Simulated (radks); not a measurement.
Ionisation ladder of rhodium, from Rh I to Rh IV. Each ion is in the ground configuration listed by NIST, and IE = E(next ion) - E(this ion). All-electron calculation, scalar-relativistic Kohn-Sham, BLYP, spin-polarised, spherical densities, finite nucleus; open shells are filled with parallel spins first (spin-orbit coupling, left out, can overturn this in heavy ions); Fermi nuclear charge, rms radius 4.4945 fm. Program: a radial shooting solver on a logarithmic mesh with Libxc functionals.

species  configuration  E (hartree)  IE, Delta-SCF (eV)  -e(HOMO) (eV)     HOMO  <r> HOMO (bohr)  IE, NIST (eV)       kind  error (eV)
Rh I      [Kr] 4d8 5s1  -4784.62795               7.827          4.639    5s up             3.24          7.459       exp.      +0.368
Rh II         [Kr] 4d8  -4784.34033              18.500         12.835  4d down             1.57         18.080  semi-emp.      +0.420
Rh III        [Kr] 4d7  -4783.66048              30.901         24.451  4d down             1.47         31.060  semi-emp.      -0.159
Rh IV         [Kr] 4d6  -4782.52489              44.661         37.579  4d down             1.39             42     theory      +2.661

Reference values: NIST Atomic Spectra Database (exp. = measured, semi-emp. = semi-empirical, theory = theoretical value adopted there). The ionisation energy per charge of the ion left behind rises most, in proportion, at Rh II ([Kr] 4d8), from 7.827 to 9.250 eV. Against the entries that are not theoretical the mean signed error is +2.2 % and the largest +4.9 %. Open shells are spherical and high-spin; term and fine-structure splittings are not resolved.
